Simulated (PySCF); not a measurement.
C6H16NSi (SMILES [CH2]C(C)N([SiH3])C(C)C), doublet, at a GFN2-xTB geometry; MP2/3-21G run with PySCF.

Here is a job for PySCF.
```python
from pyscf import gto, scf, mp

mol = gto.M(
    atom='''
C     1.940207   -0.132291    1.306525
C     1.510494   -0.093841   -0.100610
C     1.861489   -1.374939   -0.860278
N     0.079274    0.211322   -0.200434
Si   -0.436117    1.682676   -0.922295
C    -0.807924   -0.656855    0.556273
C    -1.761035   -1.410085   -0.373450
C    -1.593700    0.105136    1.622954
H     1.705551    0.695831    1.947471
H     2.329518   -1.027933    1.750743
H     2.013472    0.743699   -0.607936
H     1.529162   -1.293483   -1.892199
H     2.937701   -1.528187   -0.845974
H     1.381991   -2.239172   -0.406917
H     0.478256    1.929332   -2.039308
H    -1.804331    1.521823   -1.413259
H    -0.399093    2.839028   -0.010100
H    -0.175450   -1.390515    1.071377
H    -1.200112   -1.926593   -1.147821
H    -2.450271   -0.719511   -0.850411
H    -2.334832   -2.141280    0.191656
H    -2.274210    0.813585    1.158010
H    -2.170836   -0.588231    2.230934
H    -0.912984    0.652134    2.270425
''',
    basis='3-21g',
    charge=0,
    spin=1,
    verbose=5,
)

mf = scf.UHF(mol)
mf.kernel()

pt = mp.MP2(mf)
pt.kernel()
print('E(MP2) = %.10f' % pt.e_tot)
```

**Question.** What does PySCF print? Leave out banner, timings and long lists.

**Answer.** 
```
PySCF version 2.14.0

[INPUT] verbose = 5
[INPUT] max_memory = 4000
[INPUT] num. atoms = 24
[INPUT] num. electrons = 73
[INPUT] charge = 0
[INPUT] spin (= nelec alpha-beta = 2S) = 1
[INPUT] symmetry False subgroup None
[INPUT] Mole.unit = angstrom
[INPUT] Symbol           X                Y                Z      unit          X                Y                Z       unit  Magmom
[...]
[INPUT] ---------------- BASIS SET ----------------
[INPUT] l, kappa, [nprim/nctr], expnt,             c_1 c_2 ...
[INPUT] H
[...]
                                0.824547          0.904691
[...]
[INPUT] N
[...]
                                36.4851           0.352955
                                7.81449           0.706513
[...]
                                1.14915           1.22442
[...]
                                1.14915           0.858953
[...]
[INPUT] Si
[...]
                                137.336           0.386229
                                29.7601           0.67238
[...]
                                8.31729           0.10741
                                2.21645           0.951446
[...]
                                0.302422          1.25165
[...]
                                8.31729           0.457578
                                2.21645           0.607427
[...]
                                0.302422          0.956883
[...]
[INPUT] C
[...]
                                25.9109           0.358794
                                5.53335           0.700713
[...]
                                0.770545          1.21584
[...]
                                0.770545          0.860619
[...]
nuclear repulsion = 495.786592933515
number of shells = 74
number of NR pGTOs = 180
number of NR cGTOs = 108
basis = 3-21g
ecp = {}

******** <class 'pyscf.scf.uhf.UHF'> ********
method = UHF
initial guess = minao
damping factor = 0
level_shift factor = 0
DIIS = <class 'pyscf.scf.diis.CDIIS'>
diis_start_cycle = 1
diis_space = 8
diis_damp = 0
SCF conv_tol = 1e-09
SCF conv_tol_grad = None
SCF max_cycles = 50
direct_scf = True
direct_scf_tol = 1e-13
number electrons alpha = 37  beta = 36
Set gradient conv threshold to 3.16228e-05
E1 = -1770.0671413971163  E2 = 696.4970999848423  Ecoul = 760.7708073338206  Exc = -64.27370734897829
init E= -577.783448478759
cond(S) = 445.89334114692696

  alpha mo_energy =
[-68.27972028 -15.54893462 -11.25496222 -11.25423533 -11.25407996
 -11.24947503 -11.24565628 -11.2368471   -6.11017597  -4.18957364
  -4.18820128  -4.18790666  -1.72763712  -1.47841438  -1.25293214
  -1.19843194  -1.13877844  -0.95276963  -0.87621181  -0.73691055
  -0.639284    -0.59831699  -0.56178175  -0.54253637  -0.52632466
  -0.48611929  -0.4689137   -0.45186064  -0.42809373  -0.41690247
  -0.39670538  -0.39265422  -0.3679749   -0.35797026  -0.33145844
  -0.21714765  -0.10581445   0.10942799   0.15554144   0.1749639
   0.17870305   0.20845465   0.22091775   0.22278269   0.24325086
   0.25566844   0.26136642   0.27353163   0.2808967    0.28718639
   0.29037145   0.3084754    0.31639849   0.32954309   0.34050499
   0.36277038   0.38896478   0.39407572   0.41497867   0.44725361
   0.48039483   0.50118281   0.53303234   0.65463429   0.81912179
   0.84869633   0.88248182   0.90824297   0.92709186   0.92970352
   0.95310152   0.95938045   0.98876882   1.00977502   1.01814395
   1.07362496   1.08962912   1.11544642   1.13373645   1.18573251
   1.21931873   1.23766781   1.25000296   1.25753333   1.27632824
   1.28826117   1.28993487   1.30553763   1.31332955   1.31956883
   1.33870628   1.34967238   1.35957147   1.37528634   1.40185665
   1.41043208   1.43109395   1.50104257   1.60945278   1.75053707
   1.79062159   1.96625207   1.98415111   2.0226516    2.20960377
   2.33551614   2.61398648   2.89765538]
  beta  mo_energy =
[-68.27972028 -15.54893462 -11.25496222 -11.25423533 -11.25407996
 -11.24947503 -11.24565628 -11.2368471   -6.11017597  -4.18957364
  -4.18820128  -4.18790666  -1.72763712  -1.47841438  -1.25293214
[...]
   1.49329834   1.50951817   1.5705536    1.70548307   1.84646288
   1.88366333   2.06016221   2.07313894   2.11401635   2.29964987
   2.41587793   2.68883911   3.01382729]
multiplicity <S^2> = 0.7631043  2S+1 = 2.0130616
E1 = -1774.1441369746522  E2 = 701.644019614495  Ecoul = 765.3636958674351  Exc = -63.719676252940076
cycle= 13 E= -576.713524426642  delta_E= -1.86e-10  |g|= 4.11e-06  |ddm|= 3.71e-05
  alpha mo_energy =
[-68.30089028 -15.44601156 -11.20374238 -11.19820751 -11.16710155
 -11.15113605 -11.15069507 -11.14413213  -6.10757508  -4.20398785
  -4.20329701  -4.20286315  -1.21074888  -1.06977624  -0.99586558
  -0.94223169  -0.9302369   -0.82445997  -0.78308686  -0.70150532
  -0.65552684  -0.63581494  -0.61088359  -0.59049281  -0.58349329
  -0.56076579  -0.54068666  -0.52826651  -0.51256786  -0.509433
  -0.48203096  -0.47679634  -0.47400189  -0.47070153  -0.44319475
  -0.37038535  -0.32536054   0.18434711   0.22442314   0.24028486
   0.25932951   0.29422216   0.30032172   0.30483517   0.31790082
   0.33210698   0.3395162    0.35482665   0.3634269    0.36624822
   0.37208571   0.3839994    0.40097681   0.41249613   0.42602166
   0.44061261   0.4660238    0.47682556   0.48737402   0.50997247
   0.52866666   0.54948501   0.58254409   0.71132829   0.87245388
   0.90131165   0.93654518   0.96092196   0.98506165   1.00640468
   1.01472664   1.03263123   1.04905182   1.07898387   1.08962779
   1.14351378   1.16347515   1.19010752   1.20337032   1.25828788
   1.29423336   1.31425092   1.32393772   1.33304793   1.35824793
   1.36744842   1.37776343   1.38274246   1.39155038   1.39767
   1.41426738   1.42747075   1.44088558   1.45209552   1.48103226
   1.49141524   1.50466665   1.56796508   1.70217128   1.84364313
   1.8621915    2.05084303   2.07037413   2.10831471   2.29712457
   2.41399468   2.68773089   3.01044903]
  beta  mo_energy =
[-68.30090941 -15.44358316 -11.20736866 -11.19797724 -11.15116166
 -11.1503242  -11.14420894 -11.14267475  -6.10760862  -4.20400306
  -4.20333411  -4.20288361  -1.20414047  -1.06012681  -0.9837738
  -0.93393943  -0.89036683  -0.81687308  -0.763998    -0.69754673
  -0.64877535  -0.6264055   -0.60395629  -0.58746948  -0.57761526
  -0.55722404  -0.54011675  -0.52616582  -0.50747133  -0.5055844
  -0.47953952  -0.47568964  -0.47152897  -0.46375899  -0.44073394
  -0.3293062    0.14603677   0.19013012   0.22529931   0.24099061
   0.26446342   0.29856727   0.30373091   0.31067759   0.3238169
   0.33743494   0.34419851   0.35608284   0.36677627   0.37002297
   0.37683072   0.38544241   0.40471856   0.41914515   0.42732691
   0.44620733   0.47266309   0.48332232   0.48903605   0.51234593
   0.5343706    0.55158735   0.58728875   0.71221278   0.87637766
   0.90635476   0.95115271   0.98392638   0.99631054   1.0133775
   1.03214127   1.038623     1.07870395   1.08927085   1.09671817
   1.15629058   1.16864437   1.19519896   1.21318257   1.25977804
   1.29925899   1.32322399   1.32600054   1.33768638   1.35951682
   1.37159439   1.37889398   1.38501346   1.39309566   1.39883291
   1.41680474   1.42846396   1.44174386   1.4550142    1.48251197
   1.49329868   1.50951854   1.570554     1.70548364   1.84646362
   1.88366377   2.06016293   2.07313965   2.11401703   2.29965046
   2.4158786    2.68883984   3.01382812]
multiplicity <S^2> = 0.7631044  2S+1 = 2.0130617
E1 = -1774.1441159576536  E2 = 701.6439985974752  Ecoul = 765.3636738430502  Exc = -63.71967524557499
Extra cycle  E= -576.713524426663  delta_E= -2.14e-11  |g|= 2.65e-06  |ddm|= 8.15e-06
converged SCF energy = -576.713524426663  <S^2> = 0.7631044  2S+1 = 2.0130617

******** <class 'pyscf.mp.ump2.UMP2'> ********
nocc = (np.int64(37), np.int64(36)), nmo = (108, 108)
transform (ia|jb) incore
E(UMP2) = -577.424128115274  E_corr = -0.710603688610258
E(SCS-UMP2) = -577.433261396524  E_corr = -0.719736969860275
E_corr(same-spin) = -0.15344706516004
E_corr(oppo-spin) = -0.557156623450218
E(MP2) = -577.4241281153
```
